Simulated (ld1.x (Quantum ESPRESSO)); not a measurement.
# u(r) = r·R(r): atom against pseudo-atom (Ce)

Columns: radius, all-electron u(r) and pseudo u(r) of the 5s shell (level -35.33 eV) of cerium in the configuration [Kr] 4d10 4f1 5s2 5p6 5d2 6s1 6p0; LDA (PZ), non-relativistic, PAW scheme, ld1.x (Quantum ESPRESSO) 7.5.

| r (bohr) | all-electron | pseudo |
| --- | --- | --- |
| 0.188 | 0.3037 | 0.3282 |
| 0.375 | -0.1828 | 0.6253 |
| 0.562 | -0.5009 | 0.8684 |
| 0.750 | -0.1130 | 1.0411 |
| 0.938 | 0.4007 | 1.1346 |
| 1.125 | 0.7549 | 1.1522 |
| 1.312 | 0.9173 | 1.1063 |
| 1.500 | 0.9364 | 1.0137 |
| 1.688 | 0.8692 | 0.8944 |
| 1.875 | 0.7617 | 0.7667 |
| 2.062 | 0.6423 | 0.6425 |
| 2.250 | 0.5267 | 0.5267 |
| 2.438 | 0.4236 | 0.4236 |
| 2.625 | 0.3361 | 0.3361 |
| 2.812 | 0.2639 | 0.2639 |
| 3.000 | 0.2051 | 0.2051 |
| 3.188 | 0.1584 | 0.1584 |
| 3.375 | 0.1218 | 0.1218 |
| 3.562 | 0.0933 | 0.0933 |
| 3.750 | 0.0711 | 0.0711 |
| 3.938 | 0.0540 | 0.0540 |
| 4.125 | 0.0410 | 0.0410 |
| 4.312 | 0.0310 | 0.0310 |
| 4.500 | 0.0234 | 0.0234 |
| 4.688 | 0.0176 | 0.0176 |
| 4.875 | 0.0133 | 0.0133 |

Question: How many radial nodes do the two functions have?

Answer: The all-electron 5s function has n − l − 1 = 4 (the table is too coarse to show those close to the nucleus); the pseudo-wave has 0, since the states of the same l below it are removed with the core.

Question: At about which radius was the pseudo-wave matched?

Answer: 2.15 bohr, where the columns begin to agree (steps of 0.19 bohr).

Question: Is the pseudo-wave norm-conserving?

Answer: No, it belongs to a PAW set: the norm inside the radius is not constrained, and the difference is carried by the augmentation charge.
